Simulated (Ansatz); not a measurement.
`[AlH2][N]1[CH2][AlH]1` + `C1N[SiH2]1` → `[AlH2][N]1C[SiH2]1` + `[CH2]1[NH][AlH]1` at 600 K and 1 bar (ligand exchange at the Al–N bond).

Computed with Ansatz on PBE0-D4/def2-TZVP structures; ΔE is electronic, products minus reactants. CCSD(T)/CBS adds triple-zeta CCSD(T) − MP2 to the extrapolated MP2 energy (def2 sets, frozen cores).

| species | CCSD(T)/CBS energy (Eh) | H − E (kJ/mol) | S (J/(mol·K)) |
| --- | --- | --- | --- |
| `[AlH2][N]1[CH2][AlH]1` | -579.76217 | 192.5 | 413.5 |
| `C1N[SiH2]1` | -384.79623 | 195.0 | 330.8 |
| `[AlH2][N]1C[SiH2]1` | -627.44019 | 222.8 | 415.2 |
| `[CH2]1[NH][AlH]1` | -337.12157 | 164.8 | 328.5 |

H − E and S are ideal-gas, rigid-rotor, harmonic terms from PBE0-D4/def2-TZVP, for one conformer and one mirror image of each species. 1 Eh = 2625.50 kJ/mol, R = 8.31446 J/(mol·K).

Question: By hand: ΔE, ΔH, ΔS and ΔG.

Answer: ΔE = (-627.44019) + (-337.12157) − (-579.76217) − (-384.79623) = -0.00336 Eh = -8.8 kJ/mol. Δ(H − E) = 222.8 + 164.8 − 192.5 − 195.0 = 0.1, so ΔH = -8.7 kJ/mol. ΔS = 415.2 + 328.5 − 413.5 − 330.8 = -0.6 J/(mol·K). ΔG = -8.7 − 600 × (-0.6)/1000 = -8.3 kJ/mol.

Question: By hand: the equilibrium constant, and the temperature at which ΔG would vanish if ΔH and ΔS stayed fixed.

Answer: log₁₀ K = −ΔG/(RT ln 10) = 0.7. ΔG = 0 at ΔH/ΔS = 14500 K, far beyond where these terms or the molecules hold.

The number of gas molecules stays the same, so ΔS is small and ΔH decides. A doubt of 5 kJ/mol in ΔE shifts log₁₀ K by 0.4 here. Other conformers and mirror images would add mixing entropy, several J/(mol·K) or more a flexible species. These are equilibria of isolated gas molecules and say nothing of rates. Largest T1 diagnostic: 0.015 (customary marks: 0.02 for closed shells, 0.045 for open ones).
